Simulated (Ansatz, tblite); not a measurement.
Series GeX4: gap (eV) at several levels, gas phase, relaxed structures; Ansatz, xTB through tblite. A dash marks a value that wasn't run or was left out as unsound. The structures are stationary points that may keep the symmetry of their start.

| species | state | geometry | GFN1-xTB | PBE-D4/def2-SVP | PBE-D4/def2-TZVP | r2SCAN-D4/def2-TZVP | PBE0-D4/def2-SVP | PBE0-D4/def2-TZVP |
| --- | --- | --- | --- | --- | --- | --- | --- | --- |
| GeF4 | singlet | B3LYP-D4/def2-SVP | 6.95 | 7.22 | 7.36 | 8.30 | 10.60 | 10.71 |
| GeH4 | singlet | B3LYP-D4/def2-TZVP | 6.07 | 9.02 | 8.52 | 9.41 | 11.19 | 10.72 |
| GeCl4 | singlet | PBE-D4/def2-SVP | 5.69 | 4.64 | 4.62 | 5.20 | 7.07 | 7.03 |
| Ge(OH)4 (GeO4H4) | singlet | PBE-D4/def2-SVP | 8.14 | 5.95 | 5.93 | 6.83 | 8.86 | 8.73 |
| Ge(NCO)4 (GeC4N4O4) | singlet | PBE-D4/def2-SVP | 5.33 | 5.46 | 5.39 | 5.97 | 7.95 | 7.86 |
| GeMe4 (C4H12Ge) | singlet | PBE-D4/def2-SVP | 7.48 | 7.32 | 6.84 | 7.87 | 9.43 | 8.84 |
| Ge(SiH3)4 (Si4GeH12) | singlet | r2SCAN-D4/def2-SVP | – | 6.02 | 5.75 | 6.35 | 7.95 | 7.60 |
| Ge(eta1-allyl)4 (C12H20Ge) | singlet | r2SCAN-D4/def2-SVP | 4.28 | 4.58 | 4.48 | 4.87 | 6.64 | 6.49 |

Over the 7 species that have every level, the mean is 6.28 at GFN1-xTB, 6.31 at PBE-D4/def2-SVP, 6.16 at PBE-D4/def2-TZVP, 6.92 at r2SCAN-D4/def2-TZVP, 8.82 at PBE0-D4/def2-SVP, 8.63 at PBE0-D4/def2-TZVP. Orbital gaps grow with the share of exact exchange and aren't one observable across functionals.
